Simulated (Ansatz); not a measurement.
This geometry of BClH₄O₂ (8 atoms, charge 0, multiplicity 1) is a first-order saddle point.

Method: Ansatz 0.2.0, RKS PBE0-D4/6-31G*.

```xyz
8
Properties=species:S:1:pos:R:3
B -0.194 0.260 -0.037
Cl 0.058 -0.138 2.325
H 0.854 -0.185 -0.374
O -1.420 -0.099 -0.477
H -1.432 -0.981 -0.866
O -0.190 1.683 0.433
H -1.106 2.016 0.398
H -0.016 1.313 1.486
```

Task: Which two structures does it join? (They come from a converged band through this point; their orientation in space is the band's.)

Result: Bonds broken: B1–Cl2, O6–H8. Bonds formed: Cl2–H8. BClH4O2 becomes BH3O2 + ClH.

Initial state:

```xyz
8
Properties=species:S:1:pos:R:3
B 0.017 -0.002 0.114
Cl 0.056 -0.780 1.786
H 1.069 0.082 -0.441
O -1.112 -0.244 -0.650
H -1.805 -0.672 -0.130
O -0.210 1.748 0.587
H -1.019 1.960 0.091
H -0.442 1.776 1.530
```

Final state:

```xyz
8
Properties=species:S:1:pos:R:3
B -0.556 0.061 -0.303
Cl 1.133 1.227 3.274
H 0.277 -0.793 -0.224
O -1.491 0.123 -1.288
H -1.407 -0.601 -1.918
O -0.566 1.034 0.658
H -1.275 1.677 0.514
H 0.438 1.141 2.174
```

Task: How far does it lie above each of them?

Result: 0.54 eV above the first and 0.98 eV above the second. This is the barrier of this one path; another mechanism may lie lower. The orbitals stay closed-shell, which can raise the energy where a bond breaks towards radicals; this wasn't checked here.

The run took 7.4 min on 1 thread of Arm Neoverse V1 (shared host), peak memory 0.14 GiB.
